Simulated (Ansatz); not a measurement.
Cartesian coordinates (Å):
```xyz
13

Ga    -0.0027     0.1352    -0.0361
F     -1.5907     0.5928     0.5952
F      0.1473     0.0715    -1.7979
F      1.3861     0.5246     0.9889
C     -0.9306    -2.6465    -0.5181
O     -0.0450    -1.8730     0.3092
C      0.0575    -2.2902     1.6813
H     -1.9703    -2.5956    -0.1311
H     -0.8723    -2.1946    -1.5252
H     -0.5803    -3.6984    -0.5464
H      0.7771    -1.5966     2.1531
H      0.4407    -3.3301     1.7203
H     -0.9303    -2.2232     2.1843
```
Charge 0, spin multiplicity 1.

Method: frozen-core CCSD(T)/cc-pVTZ // PBE-D3(BJ)/def2-SVP in Ansatz (an electronic-structure program).

```yaml
HF energy: -2376.01578 Ha
MP2 correlation energy: -1.51892 Ha
```

Task: Estimate the CCSD correlation energy, the (T) correction, the total energy and the T1 diagnostic.

Result: 
The CCSD correlation energy comes out as -1.53992 Ha, the (T) correction comes out as -0.05325 Ha and the CCSD(T) total energy is -2377.60895 Ha. The T1 diagnostic is 0.012.
